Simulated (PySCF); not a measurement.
Input file for PySCF: R-HF/3-21G on SiH+, 2S+1 = 1, a spin state set in the input, which need not be the lowest, a point of a bond scan (R = 1.525 Å). Charge +1.

```python
from pyscf import gto, scf, dft, mp
from pyscf.data.elements import chemcore

mol = gto.M(
    atom='''
    H     0.00000000    0.00000000    0.00000000
    Si    0.00000000    0.00000000    1.52463400
    ''',
    basis='3-21g',
    charge=1, spin=0, verbose=3, max_memory=1800)
mf = scf.RHF(mol)
mf.conv_tol = 1e-8
mf.max_cycle = 100
mf.kernel()
if not mf.converged:
    mf = mf.newton().run(mf.mo_coeff, mf.mo_occ)
```

The log:

```
converged SCF energy = -287.630370835272
```

The run converged.

Cost: very roughly 0.05 core-seconds.
